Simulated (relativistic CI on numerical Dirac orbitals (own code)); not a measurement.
Hyperfine structure of W XVII, mass number 183

Calculated at this level of theory: Dirac-Coulomb-Breit CI, separate exchange-only KLI orbitals for each configuration, model QED (radiative potential, 1s self-energy scaled to tabulated hydrogen-like ionisation energies), unscaled Slater integrals (own radial code, finite nucleus).

Configuration list (outside the closed core [Ar] 3d10 4p6): 4s2.4d10.4f11.5s, 4s2.4d10.4f12, 4s2.4d10.4f10.5s2, 4s2.4d10.4f11.5p, 4s2.4d10.4f10.5s.5p, 4s2.4d10.4f11.5f, 4s2.4d9.4f12.5s, 4s2.4d9.4f13, 4s2.4d10.4f10.5s.6s, 4s2.4d10.4f11.6s, 4s2.4d10.4f11.7s, 4s.4d10.4f13, 4d10.4f13.5s. Levels of other configurations are missing.

Nuclear spin I = 1/2, μ = 0.11739 μN (tables of Stone and Pyykkö). The electronic factors are computed for point nuclear moments, without core polarisation or the Bohr-Weisskopf and QED corrections.

```tsv
Level	E (cm⁻¹)	A (MHz)
4s2.4d10.4f11.5s 5I°_8	0.0	4963
4s2.4d10.4f11.5s 5I°_7	9434.1	-446.9
4s2.4d10.4f10.5s2 5I_8	14027.8	422.5
4s2.4d10.4f11.5s 5I°_6	19574.3	-163.5
4s2.4d10.4f11.5s 5I°_5	24860.4	-999.5
4s2.4d10.4f11.5s 3I°_7	25376.3	1952
4s2.4d10.4f10.5s2 5I_7	28581.3	449.2
4s2.4d10.4f11.5s 5I°_4	28891.3	-6581
```

Levels with J = 0, under 50 % of one LS term, or S terms without an open s electron are left out. Small factors come from cancelling terms and can be off by tens of per cent or more.

At this charge transitions that keep the count of f electrons are usually good to a few per cent. Terms inside the open d or f shell come out 10 to 20 % too wide with unscaled integrals. Levels that differ in their count of f electrons can be misplaced by several ten thousand cm⁻¹, since the correlation energy of f electrons is missing or only estimated; rates across such gaps can be off by orders of magnitude.

Task: Give the hyperfine levels of 4s2.4d10.4f11.5s 5I°_8 relative to its centre of gravity.

Result: With K = F(F + 1) − I(I + 1) − J(J + 1), E = AK/2: F = 15/2: -22330, F = 17/2: 19850 MHz.

LS names give the leading component of a level, which can be under half, so a name can repeat, a term be missing and a line seem to break the LS rules.
